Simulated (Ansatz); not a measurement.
CH3O, charge +1, singlet, geometry from GFN2-xTB; PBE/cc-pVDZ in Ansatz (a first-principles code).

Here is a job for Ansatz.
Ansatz 0.2 input:
```yaml
crystal:
  periodic: [false, false, false]
  atoms:
    - {symbol: O, position_ang: [-0.10364914, -0.12932954, 0.58989088]}
    - {symbol: C, position_ang: [0.11172867, 0.04016533, -0.60083038]}
    - {symbol: H, position_ang: [0.14193939, 1.01608503, -1.10404748]}
    - {symbol: H, position_ang: [0.28838394, -0.85776849, -1.21133073]}
    - {symbol: H, position_ang: [-0.27150229, 0.63532785, 1.20123344]}
basis:
  gaussian:
    orbitals: cc-pVDZ
hamiltonian:
  xc: pbe
total_charge: 1
accuracy: high
```

Question: Write the output that Ansatz gives for this input, abridged.

Answer: 
```
Functional definition: PBE
935 factors; integrals over basis functions are off by at most 3.4e-9 eV
mean field evaluation 1: about -3108.9430 eV, gradient 7.7e1 eV
mean field evaluation 2: about -3076.1210 eV, gradient 1.4e2 eV
mean field evaluation 4: about -3119.7803 eV, gradient 8.4e0 eV
mean field evaluation 8: about -3119.9364 eV, gradient 1.3e-2 eV
mean field evaluation 16: about -3119.9364 eV, gradient 1.3e-7 eV
mean field -3119.93635933 eV, -114.6555464367 hartree, gradient 1.7e-8 eV, S^2 0.000000; 0 other end points of the search recorded, 0 dependent functions left out
reference -3119.93636162 eV, -114.6555465209 hartree; 8, 8 occupied and 35, 35 virtual orbitals, 935 factors
Total energy: -3119.93636162 eV, -114.6555465209 hartree
```
